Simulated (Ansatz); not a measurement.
Input file for Ansatz (a quantum-chemistry and plane-wave program): U-CAM-B3LYP/def2-TZVPP on O2 (SMILES O=O).

Ansatz 0.2 input:
```yaml
crystal:
  periodic: [false, false, false]
  atoms:
    - {symbol: O, position_ang: [0.00000000, -0.00000000, 0.60215214]}
    - {symbol: O, position_ang: [-0.00000000, 0.00000000, -0.60215214]}
basis:
  gaussian:
    orbitals: def2-TZVPP
hamiltonian:
  xc: {name: CAM-B3LYP}
magnetization: {spin_polarized: true, initial_magnetization: 2}
```

It printed:

```
WARN ansatz: RAYON_NUM_THREADS=4 ignored (pool sized by the plan → 4); use --threads N
Functional definition: CAM-B3LYP
integrals: 0.01 GiB planned
302 factors; their error is unknown
integrals: 0.04 GiB planned
60 factors; integrals over basis functions are off by at most 8.6e-5 eV
mean field: 0.16 GiB planned
mean field evaluation 1: about -4090.6519 eV, gradient 1.2e1 eV
mean field evaluation 2: about -4091.0181 eV, gradient 4.9e0 eV
mean field evaluation 4: about -4091.0783 eV, gradient 3.3e-1 eV
mean field evaluation 8: about -4091.0917 eV, gradient 6.7e-4 eV
mean field -4091.09173963 eV, -150.3448483898 hartree, gradient 2.4e-5 eV, S^2 2.009344; 0 other end points of the search recorded, 0 dependent functions left out
reference -4091.09180382 eV, -150.3448507487 hartree; 9, 7 occupied and 53, 55 virtual orbitals, 302 factors
Total energy: -4091.09180382 eV, -150.3448507487 hartree
```

The run converged.

Cost: roughly 1.2 core-seconds.
